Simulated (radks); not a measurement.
Results of a calculation; reference values are marked as such.
Isoelectronic series with 13 electrons, each ion in its NIST ground configuration. Level of theory: Dirac Kohn-Sham, PBE, spin-unpolarised, spherical densities, point nucleus; open shells fill j = l - 1/2 first (a radial shooting solver on a logarithmic mesh with Libxc functionals). Total energies (hartree) and mean radii <r> (bohr):

| ion | configuration | E (hartree) | 3p1/2 | 3s1/2 | 2p3/2 |
|---|---|---|---|---|---|
| Al | [Ne] 3s2 3p1 | -242.68531 | 3.443 | 2.543 | 0.6042 |
| S3+ | [Ne] 3s2 3p1 | -396.54771 | 1.660 | 1.521 | 0.4415 |
| K6+ | [Ne] 3s2 3p1 | -590.17179 | 1.152 | 1.111 | 0.3483 |
| Ti9+ | [Ne] 3s2 3p1 | -823.71885 | 0.8892 | 0.8810 | 0.2876 |
| Mn12+ | [Ne] 3s2 3p1 | -1097.47957 | 0.7261 | 0.7311 | 0.2450 |
| Ni15+ | [Ne] 3s2 3p1 | -1411.82278 | 0.6140 | 0.6250 | 0.2133 |
| Ga18+ | [Ne] 3s2 3p1 | -1767.18642 | 0.5318 | 0.5457 | 0.1889 |
| Se21+ | [Ne] 3s2 3p1 | -2164.07709 | 0.4688 | 0.4841 | 0.1695 |
| Rb24+ | [Ne] 3s2 3p1 | -2603.07256 | 0.4189 | 0.4347 | 0.1536 |
| Zr27+ | [Ne] 3s2 3p1 | -3084.82595 | 0.3784 | 0.3942 | 0.1405 |
| Tc30+ | [Ne] 3s2 3p1 | -3610.07107 | 0.3447 | 0.3603 | 0.1293 |
| Pd33+ | [Ne] 3s2 3p1 | -4179.62898 | 0.3162 | 0.3315 | 0.1198 |
| In36+ | [Ne] 3s2 3p1 | -4794.41564 | 0.2918 | 0.3067 | 0.1116 |
| Te39+ | [Ne] 3s2 3p1 | -5455.45103 | 0.2706 | 0.2851 | 0.1044 |
| Cs42+ | [Ne] 3s2 3p1 | -6163.8699 | 0.2521 | 0.2661 | 0.09803 |
| Ce45+ | [Ne] 3s2 3p1 | -6920.9342 | 0.2357 | 0.2492 | 0.09238 |
